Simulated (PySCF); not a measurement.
Species: C7H8NP3.
Numbering: `[CH3:1][CH:2]([CH3:3])[c:4]1[p:5][cH:6][p:7][c:8]([C:9]#[N:10])[p:11]1` (hydrogens: H12, H13, H14 on C1; H15 on C2; H16, H17, H18 on C3; H19 on C6)

Structure used (GFN2-xTB), in Å, numbered top down from 1:
```
atom  x, y, z in Å
C1    -1.995   -1.095   -0.860
C2    -1.271    0.238   -0.680
C3    -2.118    1.207    0.143
C4     0.081    0.021   -0.025
P5     0.019   -0.668    1.579
C6     1.661   -0.827    2.101
P7     3.218   -0.478    1.442
C8     2.875    0.196   -0.137
C9     4.034    0.557   -0.855
N10    4.977    0.852   -1.440
P11    1.403    0.518   -1.035
H12   -2.175   -1.560    0.109
H13   -1.398   -1.775   -1.465
H14   -2.952   -0.942   -1.353
H15   -1.109    0.679   -1.673
H16   -3.065    1.399   -0.356
H17   -2.323    0.788    1.127
H18   -1.597    2.154    0.271
H19    1.725   -1.255    3.099
```

Computed at PBE0/pcSseg-1 (PySCF, non-relativistic), with Q(14N) = 0.02044 b: N10, 14N (I = 1): χzz = -4.571 MHz, η = 0.044.

(1) Find the zero-field quadrupole resonance frequencies of 14N at N10.

Results:

(1) From ν± = (3/4)|χ|(1 ± η/3) and ν0 = |χ|η/2: ν+ 3.479 MHz, ν− 3.377 MHz, ν0 0.102 MHz (nitrile nitrogen).

In a crystal, neighbours and librations shift these lines. Geometry: GFN2-xTB, one conformer, isolated molecule. GFN2-xTB bond lengths can be off by several hundredths of an ångström, more for odd bonds, and the gradients follow them. A larger basis could move these couplings by a tenth or more.
